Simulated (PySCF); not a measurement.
Structure from NMR data

An unknown has the formula C$_{4}$H$_{9}$NO$_{3}$Si$_{2}$. Its calculated NMR data are:

1H NMR (300 MHz, computed): δ 6.81 (m, 2H), 6.64 (m, 2H), 5.72 (s, 2H), 4.75 (s, 1H), 2.29 (br s, 2H).

13C{1H} NMR (computed): δ 123.2 (CH), 117.3 (CH).

- GFN2-xTB geometry
- shielding tensors at PBE0/pcSseg-1 (GIAO)
- run in PySCF
- isolated molecule, equivalent nuclei averaged, no relativistic terms, one conformer

References, each an isolated molecule treated in the same way: 1H (σref 31.72) and 13C (σref 186.93) vs TMS.

What is the structure?

## Answers


- Rings plus π bonds: 3 (1 ring in the answer).
- 2 carbon signals for 4 carbons: some carbons are equivalent by symmetry or fast rotation.
- Carbon types of the structure: 4 × CH, leaving 5 H on heteroatoms.
- δC 123.2: aromatic CH next to a ring nitrogen.
- δC 117.3: aromatic CH.
- δH 6.81: hydrogen on an aromatic CH next to a ring nitrogen; ring-current deshielding.
- δH 6.64: hydrogen on an aromatic CH; ring-current deshielding.
- δH 5.72: hydrogen on a silicon bonded to N, O.
- δH 4.75: hydrogen on a silicon bonded to 3 O.
- δH 2.29: hydrogen on an oxygen bonded to Si; exchangeable, gas-phase position.

These data were computed for `C1=CN([SiH2]O[SiH](O)O)C=C1`.

This is the structure that produced the data.

OH and NH positions are those of a molecule without intermolecular hydrogen bonds; in solution they move with solvent, concentration and temperature, and exchange usually removes their couplings. Shifts are as computed. Against solution values, carbons near 30 ppm lie about +3 ppm off and those near 130 ppm about +5 ppm. Of 1309 compounds with measured shifts, 239 miss one by over three times the rms of a fit or turn the order of signals round; such compounds aren't used in these exercises. Multiplicities follow the n + 1 count of equivalent neighbours, as no J values were calculated; m marks all less simple cases, F and P coupling included.
